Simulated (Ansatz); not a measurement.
## Ansatz (development build ahead of 0.2.0) run

```yaml
crystal:
  periodic: [false, false, false]
  atoms:
    - { symbol: Co, position_ang: [0.0, 0.0, 0.0] }
    - { symbol: F, position_ang: [0.0, 0.0, 1.74] }
    - { symbol: F, position_ang: [0.0, 0.0, -1.74] }
basis:
  gaussian: { orbitals: pcseg-2 }
magnetization:
  initial_magnetization: 3
hamiltonian:
  xc: pbe0
```

The input is written out in the form of the current development build from the run's settings.

Output:

```json
{
  "Converged": "yes",
  "Total energy": "-1582.22038 hartree",
  "Spin squared of the determinant": "3.750",
  "Stability test": "minimum among restricted orbitals"
}
```

Caution: no unrestricted run beside it, a lower state can exist; other spin multiplicities may lie lower.
